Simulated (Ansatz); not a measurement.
`CC1=CC(C(F)(F)F)=[O+][Ti-]([F])([F])([Cl])[O]1` + CH₄ → `CC1=CC(C(F)(F)F)=[O+][Ti-]([CH3])([F])([F])[O]1` + HCl  (formal exchange of groups at a Ti–Cl bond)

Computed with Ansatz on PBE0-D4/def2-TZVP structures; ΔE is electronic, products minus reactants. CBS: MP2 limit from def2 TZ/QZ plus the TZ coupled-cluster correction, frozen cores. This one scheme is used for every species. Functionals use def2-TZVPP. HSE06 is defined as in plane-wave codes. For Ti outer-core shells are correlated without core-valence functions, which leaves a few kJ/mol of doubt a bond. Scalar relativity is left out up to krypton.

**Question.** Is it downhill or uphill in electronic energy at CCSD(T)/CBS, and by how much? (An estimate is asked.)

**Answer.** Ansatz gave: Uphill: ΔE = +38.8 kcal/mol.

**Question.** What do these levels give: r2SCAN-D4, PBE0-D4, ωB97X-V, PBE0, r2SCAN0, HSE06, RPA@PBE/def2-TZVPP, HF/def2-SVP, MP2/def2-SVP, SCS-MP2/def2-TZVPP, CCSD(T)/def2-TZVPP, HF/CBS(def2)? (Best estimate.)

**Answer.** The calculation gave: r2SCAN-D4 43.0, PBE0-D4 40.4, ωB97X-V 39.6, PBE0 40.5, r2SCAN0 41.3, HSE06 40.5, RPA@PBE/def2-TZVPP 38.4, HF/def2-SVP 38.0, MP2/def2-SVP 43.6, SCS-MP2/def2-TZVPP 38.9, CCSD(T)/def2-TZVPP 39.4, HF/CBS(def2) 41.0 kcal/mol.

Largest T1 diagnostic among the species: 0.021, so the coupled-cluster value is less sure than usual.

From BLYP to BHLYP (50 % exact exchange), in def2-TZVPP and without D4, ΔE moves by −2.1 kcal/mol. Leaving LDA and LC-ωPBE aside and taking each functional with its dispersion term where it has one, the values, not all of them listed here, spread over 4.4 kcal/mol, from ωB97M-V to B97M-V. At CCSD(T), def2-SVP lies +1.8 kcal/mol from the extrapolated value and def2-TZVPP +0.5 kcal/mol.
